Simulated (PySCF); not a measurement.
Ligands exchanged one at a time, B I-SH. Gas-phase values, no solvent. One relaxed conformer stands for each flexible species; it need not be the lowest. Strings in code marks are SMILES.

The four lowest singlet excitations (Tamm–Dancoff). Calculation: PySCF with TPSSh-D3(BJ)/def2-TZVP // PBE0-D3(BJ)/def2-TZVP. Excitations are Tamm–Dancoff values on a coarser integration grid. The basis has no diffuse functions, so Rydberg states are missing or too high.

| state | energy (eV) | wavelength (nm) | oscillator strength |
|---|---|---|---|
| S1 | 4.85 | 256 | 0.000 |
| S2 | 5.31 | 234 | 0.137 |
| S3 | 5.73 | 216 | 0.000 |
| S4 | 5.74 | 216 | 0.001 |

Q: Name which member gives these states.
A. `SB(I)I` (H–S–B–I torsion 180°)
B. `SB(S)S`
C. `IB(I)I`
D. `SB(S)I` (H–S–B–I torsion 180°, I–B–S–H torsion -180°)

A: D, `SB(S)I` (H–S–B–I torsion 180°, I–B–S–H torsion -180°)
